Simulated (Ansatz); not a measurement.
Zr₂Se₄⁺, relaxed as a doublet with UKS r2SCAN-D4/def2-SVP in Ansatz, starting from the GFN2-xTB geometry. Force threshold 0.02 eV/Å.

In the def2 sets Zr takes a core potential; there is no spin–orbit coupling. The structure comes from a short search, and lower isomers may exist.

Start:

```
atom   x (Å)   y (Å)   z (Å)
 Zr1  -0.580   1.155  -0.722
 Zr2  -0.247  -1.972   0.684
 Se3   1.699  -0.376   0.770
 Se4   0.199  -1.820  -1.825
 Se5  -1.955  -0.063   1.162
 Se6   0.886   3.076  -0.068
```

```tsv
step	energy (eV)	largest force component (eV/Å)	SCF passes
1	-263927.2997	2.719	47
2	-263928.0982	1.196	34
3	-263928.3278	0.490	39
4	-263928.3974	0.362	45
5	-263928.4269	0.277	45
6 (rejected)	-263928.4174	0.497	57
7	-263928.4472	0.172	56
8	-263928.4598	0.102	43
9	-263928.4701	0.199	43
10 (rejected)	-263928.4688	0.240	38
11	-263928.4802	0.061	36
12	-263928.4819	0.071	35
13 (rejected)	-263928.4805	0.122	37
14	-263928.4828	0.053	30
15	-263928.4831	0.008	32
```

Force components are those of the run's own axes.

End:

Cartesian coordinates in Å:
```
Zr 0.1233 0.9086 -0.6831
Zr -0.2523 -1.8765 0.6821
Se 1.7765 -0.4060 0.8637
Se -0.2295 -1.8364 -1.7440
Se -1.8315 0.0697 0.8426
Se 0.4135 3.1407 0.0387
```

By distances, no bond broke or formed. The bond that changes most is Zr1–Se3, from 3.12 to 2.62 Å (atoms count from 1). The end is the same structure that another start reached, the lowest one found.

No frequencies were taken in this run, so the end may be a saddle point.

Hardware: 4 threads of Intel Xeon on a shared host. Wall time 3.3 min.
